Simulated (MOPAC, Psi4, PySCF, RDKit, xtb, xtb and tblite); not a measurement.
Torsional profile of SMILES C#CCC[Si](F)(F)F (C₄H₅F₃Si). Scanned: dihedral C2–C3–C4–Si5; all other coordinates were relaxed at GFN2-xTB. Points at φ and −φ are mirror images.

Geometry of the scan point at 20° (Å):
```
13

C      3.1941     0.0715     0.3987
C      2.0334    -0.1961     0.5139
C      0.6245    -0.5075     0.6462
C     -0.2740     0.4070    -0.2189
Si     0.5891     1.2780    -1.6449
F      1.5467     2.4752    -1.2384
F      1.4604     0.3627    -2.6042
F     -0.4651     1.9570    -2.6248
H      4.2118     0.2997     0.2908
H      0.3362    -0.4341     1.6972
H      0.4884    -1.5474     0.3343
H     -1.1196    -0.1728    -0.5920
H     -0.7026     1.1825     0.4218
```

Methods: GFN2-xTB (xtb and tblite); MMFF94 // GFN2-xTB (RDKit); PBE/def2-SVP // GFN2-xTB (Psi4); PBE-D3(BJ)/def2-SVP // GFN2-xTB (Psi4); MP2/cc-pVTZ = DF-MP2 (frozen core)/cc-pVTZ // GFN2-xTB in Psi4 1.11; HF/cc-pVTZ // GFN2-xTB (Psi4); UFF // GFN2-xTB (RDKit); PM3, restricted, heats of formation // GFN2-xTB (MOPAC); PM7, restricted, heats of formation // GFN2-xTB (MOPAC); GFN1-xTB // GFN2-xTB (xtb); RKS-B3LYP/6-31G* = restricted B3LYP/6-31G*, spherical d, density fitting // GFN2-xTB run with PySCF; RKS-B3LYP/6-311+G** = restricted B3LYP/6-311+G**, spherical d, density fitting // GFN2-xTB (PySCF); RKS-LDA (SVWN5)/6-31G* = PySCF with restricted LDA (SVWN5)/6-31G*, spherical d, density fitting // GFN2-xTB; RHF/STO-3G = restricted Hartree-Fock/STO-3G // GFN2-xTB (PySCF).

Least-squares fit of E(φ) = a0 + Σ (a_n cos nφ + b_n sin nφ), n = 1 to 4, to the 18 scan points, in kJ/mol above the lowest point of each profile (levels whose profile four harmonics don't fit are not listed):

```tsv
method	a0	a1	b1	a2	b2	a3	b3	a4	b4	rms of fit
GFN2-xTB	5.77	0.80	0.00	0.27	0.00	5.35	0.00	-0.04	0.00	0.12
MMFF94	15.95	13.84	0.00	9.05	0.00	10.92	0.00	-0.56	0.00	0.22
PBE/def2-SVP	7.51	0.45	0.00	-0.21	0.00	6.81	0.00	-0.35	0.00	0.28
PBE-D3(BJ)/def2-SVP	6.74	-0.82	0.00	-0.43	0.00	6.92	0.00	-0.29	0.00	0.27
MP2/cc-pVTZ	7.19	0.62	0.00	-0.15	0.00	6.64	0.00	0.03	0.00	0.18
HF/cc-pVTZ	9.35	3.24	0.00	0.79	0.00	7.00	0.00	-0.06	0.00	0.14
UFF	15.72	9.99	0.00	5.74	0.00	11.45	0.00	-0.23	0.00	0.15
PM3	6.91	4.62	0.00	1.02	0.00	3.28	0.00	-0.11	0.00	0.06
PM7	3.59	-2.27	0.00	-0.49	0.00	2.83	0.00	-0.24	0.00	0.04
GFN1-xTB	3.28	-0.94	0.00	-0.99	0.00	3.21	0.00	-0.06	0.00	0.13
RKS-B3LYP/6-31G*	7.78	0.72	0.00	-0.25	0.00	7.15	0.00	-0.14	0.00	0.25
RKS-B3LYP/6-311+G**	8.28	2.76	0.00	0.47	0.00	6.05	0.00	-0.09	0.00	0.13
RKS-LDA (SVWN5)/6-31G*	6.78	-1.69	0.00	-1.53	0.00	6.96	0.00	-0.09	0.00	0.31
RHF/STO-3G	7.35	-0.07	0.00	-0.32	0.00	7.20	0.00	-0.05	0.00	0.15
```

MMFF94 has few fitted parameters for silicon.
